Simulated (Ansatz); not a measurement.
Two isomers of CH7BSi2: A = `B1C[SiH2][SiH2]1`, B = `BC1[SiH2][SiH2]1`.

Isolated molecules relaxed with PBE0-D4/def2-TZVP in Ansatz; ΔE leaves out vibrations. CBS: MP2 limit from def2 TZ/QZ plus the TZ coupled-cluster correction, frozen cores. DFT in def2-TZVPP. B3LYP here is the variant with VWN-RPA as its local correlation; programs differ in this.

(1) Which is lower in electronic energy at CCSD(T)/CBS, and by how much? (Best estimate.)

(2) Give E(B) − E(A) in kcal/mol with B3LYP-D4, B2PLYP, LDA (SPW92), HF/def2-TZVPP, ωB97M-V, MP2/def2-TZVPP, B3LYP. (An estimate is asked.)

(3) Does the order hold for the free energy at 298.15 K (harmonic terms from PBE0-D4)? (Best estimate.)

Largest T1 diagnostic: 0.015.

## Answers

(1) The calculation gave: A, by 6.1 kcal/mol.

(2) Ansatz gave: B3LYP-D4 5.6, B2PLYP 5.5, LDA (SPW92) 10.5, HF/def2-TZVPP 1.4, ωB97M-V 5.6, MP2/def2-TZVPP 5.6, B3LYP 5.6. None reverses the order clearly.

(3) The calculation gave: Yes: G(B) − G(A) = +4.6 kcal/mol.

From PBE to PBE0 (25 % exact exchange), in def2-TZVPP and without D4, E(B) − E(A) moves by −0.8 kcal/mol. In def2-TZVPP, CCSD(T) changes the Hartree–Fock value by +4.9 kcal/mol (the triples alone add +0.7 kcal/mol) and MP2 by +4.2 kcal/mol.
